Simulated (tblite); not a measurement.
C₅H₁₃BF₃P.
Numbering: `[CH3:1][P@H+:2]([B-:3]([F:4])([F:5])[F:6])[C:7]([CH3:8])([CH3:9])[CH3:10]` (hydrogens: H11, H12, H13 on C1; H14 on P2; H15, H16, H17 on C8; H18, H19, H20 on C9; H21, H22, H23 on C10)

Computed with GFN2-xTB (tblite), gas phase: L-BFGS steps from a force-field or distance-geometry start until the largest atomic force falls under 0.01 eV/Å.

Step 33: E = -964.5613 eV
```
atom  x, y, z in Å  |  force x, y, z in eV/Å
C1     -1.8041   -1.3985   -0.2028    0.011   0.003  -0.004
P2     -0.8925   -0.0355    0.6047   -0.028   0.002  -0.055
B3     -1.9667    1.7609    0.3468   -0.029   0.037  -0.005
F4     -2.8273    1.4328   -0.6540    0.009  -0.007   0.005
F5     -2.5747    2.0161    1.5279    0.004  -0.034   0.002
F6     -1.0671    2.7075   -0.0183    0.012  -0.016   0.000
C7      0.8681   -0.0866   -0.0197   -0.012  -0.002   0.027
C8      0.8730    0.3038   -1.4969   -0.011  -0.004   0.022
C9      1.6234    0.9437    0.8203    0.026   0.036   0.010
C10     1.4805   -1.4717    0.1697    0.000  -0.020  -0.004
H11    -2.6562   -1.6747    0.4167    0.009   0.042   0.007
H12    -1.1654   -2.2654   -0.3569   -0.048  -0.012   0.016
H13    -2.1838   -1.0321   -1.1570    0.015  -0.023   0.007
H14    -0.7194   -0.5286    1.8990    0.001   0.000  -0.050
H15     0.4980    1.3161   -1.6304   -0.024   0.015   0.031
H16     1.8857    0.2560   -1.8935    0.001   0.028   0.016
H17     0.2505   -0.3747   -2.0771   -0.012  -0.016  -0.025
H18     2.6360    1.0753    0.4485    0.060  -0.038  -0.028
H19     1.6769    0.6240    1.8591    0.006  -0.007   0.040
H20     1.1251    1.9094    0.7828   -0.034   0.041  -0.018
H21     2.5466   -1.4295   -0.0412    0.036   0.010   0.006
H22     1.0404   -2.1975   -0.5084   -0.010  -0.032  -0.025
H23     1.3481   -1.8237    1.1909    0.018  -0.001   0.024
```

Step 34: E = -964.5623 eV
```
atom  x, y, z in Å  |  force x, y, z in eV/Å
C1     -1.8024   -1.4005   -0.2025    0.008   0.008  -0.001
P2     -0.8939   -0.0361    0.6030    0.013   0.052  -0.058
B3     -1.9689    1.7612    0.3473   -0.028   0.033  -0.001
F4     -2.8299    1.4338   -0.6532    0.014  -0.004   0.000
F5     -2.5772    2.0157    1.5283    0.004  -0.041   0.009
F6     -1.0689    2.7085   -0.0145    0.011  -0.019  -0.010
C7      0.8686   -0.0861   -0.0200    0.007  -0.004   0.028
C8      0.8739    0.3059   -1.4971   -0.017  -0.017   0.037
C9      1.6262    0.9429    0.8195    0.019   0.039   0.012
C10     1.4793   -1.4724    0.1689   -0.009  -0.019  -0.008
H11    -2.6582   -1.6721    0.4125   -0.017   0.038   0.027
H12    -1.1662   -2.2697   -0.3484   -0.032  -0.026   0.004
H13    -2.1760   -1.0350   -1.1587    0.009  -0.028  -0.018
H14    -0.7196   -0.5234    1.8979    0.001  -0.017  -0.026
H15     0.4891    1.3151   -1.6291   -0.007   0.001   0.022
H16     1.8881    0.2652   -1.8926   -0.023   0.036   0.024
H17     0.2571   -0.3788   -2.0761   -0.010  -0.008  -0.040
H18     2.6408    1.0706    0.4503    0.039  -0.042  -0.026
H19     1.6757    0.6260    1.8593    0.007  -0.010   0.040
H20     1.1302    1.9094    0.7782   -0.031   0.050  -0.016
H21     2.5453   -1.4343   -0.0447    0.024   0.017   0.011
H22     1.0350   -2.1959   -0.5090   -0.005  -0.040  -0.017
H23     1.3473   -1.8232    1.1909    0.022  -0.001   0.009
```

Step 35: E = -964.5634 eV
```
atom  x, y, z in Å  |  force x, y, z in eV/Å
C1     -1.8013   -1.4025   -0.2023    0.001   0.013   0.002
P2     -0.8954   -0.0362    0.6002    0.054   0.084  -0.042
B3     -1.9713    1.7615    0.3476   -0.018   0.019   0.002
F4     -2.8324    1.4345   -0.6527    0.012   0.004  -0.009
F5     -2.5791    2.0136    1.5290    0.000  -0.041   0.017
F6     -1.0699    2.7085   -0.0110    0.007  -0.012  -0.020
C7      0.8692   -0.0856   -0.0197    0.028  -0.004   0.020
C8      0.8745    0.3080   -1.4967   -0.022  -0.025   0.040
C9      1.6296    0.9427    0.8189    0.006   0.029   0.012
C10     1.4784   -1.4731    0.1682   -0.011  -0.013  -0.008
H11    -2.6610   -1.6683    0.4086   -0.036   0.037   0.041
H12    -1.1689   -2.2750   -0.3401   -0.014  -0.037  -0.005
H13    -2.1686   -1.0384   -1.1607    0.001  -0.032  -0.045
H14    -0.7209   -0.5175    1.8962    0.000  -0.030  -0.009
H15     0.4802    1.3144   -1.6267    0.007  -0.016   0.013
H16     1.8900    0.2754   -1.8911   -0.046   0.040   0.030
H17     0.2634   -0.3826   -2.0754   -0.003   0.007  -0.045
H18     2.6465    1.0646    0.4512    0.003  -0.040  -0.015
H19     1.6752    0.6278    1.8600    0.008  -0.001   0.026
H20     1.1352    1.9103    0.7730   -0.011   0.042  -0.010
H21     2.5446   -1.4381   -0.0477    0.003   0.020   0.015
H22     1.0301   -2.1946   -0.5099    0.006  -0.039  -0.001
H23     1.3471   -1.8224    1.1913    0.025  -0.005  -0.010
```

Step 36: E = -964.5646 eV
```
atom  x, y, z in Å  |  force x, y, z in eV/Å
C1     -1.8007   -1.4046   -0.2023   -0.009   0.017   0.005
P2     -0.8962   -0.0354    0.5960    0.079   0.082  -0.008
B3     -1.9737    1.7616    0.3476   -0.001  -0.002   0.003
F4     -2.8348    1.4350   -0.6525    0.006   0.015  -0.018
F5     -2.5805    2.0094    1.5301   -0.005  -0.035   0.022
F6     -1.0701    2.7074   -0.0079   -0.003   0.002  -0.026
C7      0.8703   -0.0851   -0.0187    0.040  -0.004   0.007
C8      0.8745    0.3100   -1.4952   -0.024  -0.025   0.029
C9      1.6335    0.9431    0.8184   -0.009   0.009   0.009
C10     1.4779   -1.4738    0.1675   -0.007  -0.004  -0.005
H11    -2.6648   -1.6629    0.4055   -0.041   0.040   0.045
H12    -1.1735   -2.2817   -0.3321   -0.001  -0.034  -0.007
H13    -2.1617   -1.0426   -1.1635   -0.005  -0.039  -0.061
H14    -0.7232   -0.5110    1.8938   -0.001  -0.038   0.000
H15     0.4713    1.3137   -1.6228    0.016  -0.031   0.004
H16     1.8909    0.2867   -1.8888   -0.057   0.040   0.030
H17     0.2696   -0.3860   -2.0749    0.005   0.023  -0.042
H18     2.6526    1.0571    0.4510   -0.037  -0.028   0.002
H19     1.6753    0.6298    1.8609    0.010   0.016   0.004
H20     1.1404    1.9119    0.7671    0.019   0.021  -0.001
H21     2.5445   -1.4407   -0.0500   -0.020   0.018   0.016
H22     1.0260   -2.1938   -0.5109    0.019  -0.031   0.020
H23     1.3478   -1.8211    1.1918    0.024  -0.012  -0.028
```

Question: Estimate the geometry and energy of step 37. (The exact step hangs on the optimiser's Hessian estimate; all steps are aligned on step 36, rigid shifts and turns removed.)

Answer: E = -964.5659 eV, largest force 0.086 eV/Å
```
atom  x, y, z in Å  |  force x, y, z in eV/Å
C1     -1.8007   -1.4062   -0.2024   -0.015   0.019   0.006
P2     -0.8958   -0.0336    0.5912    0.071   0.040   0.028
B3     -1.9759    1.7614    0.3473    0.018  -0.022   0.002
F4     -2.8367    1.4356   -0.6529    0.000   0.027  -0.022
F5     -2.5813    2.0038    1.5315   -0.006  -0.026   0.018
F6     -1.0697    2.7058   -0.0056   -0.018   0.020  -0.028
C7      0.8719   -0.0849   -0.0175    0.032  -0.006  -0.006
C8      0.8739    0.3115   -1.4930   -0.020  -0.016   0.006
C9      1.6371    0.9437    0.8181   -0.020  -0.013   0.005
C10     1.4776   -1.4745    0.1669    0.004   0.003  -0.001
H11    -2.6691   -1.6563    0.4038   -0.027   0.048   0.034
H12    -1.1793   -2.2890   -0.3253    0.001  -0.011  -0.001
H13    -2.1562   -1.0471   -1.1671   -0.006  -0.047  -0.057
H14    -0.7259   -0.5055    1.8908   -0.002  -0.038   0.005
H15     0.4635    1.3129   -1.6182    0.015  -0.036  -0.003
H16     1.8905    0.2978   -1.8858   -0.048   0.035   0.022
H17     0.2748   -0.3882   -2.0749    0.010   0.032  -0.034
H18     2.6578    1.0492    0.4503   -0.062  -0.008   0.019
H19     1.6760    0.6321    1.8618    0.009   0.032  -0.015
H20     1.1455    1.9138    0.7615    0.048  -0.002   0.007
H21     2.5445   -1.4419   -0.0514   -0.032   0.013   0.012
H22     1.0233   -2.1936   -0.5114    0.029  -0.022   0.037
H23     1.3494   -1.8200    1.1922    0.019  -0.022  -0.034
```

The energy changes by -0.0013 eV. The first-order estimate −F·Δx gives -0.0018 eV and the mean of the old and new forces, exact on a quadratic surface, -0.0013 eV. The step makes an angle of 74° with the force vector and moves no atom by more than 0.012 Å.

The cost below is that of the whole relaxation. Time: 1.3 s. Hardware: Arm Neoverse V1, one thread, shared host with 32 logical CPUs at a one-minute load of 12.
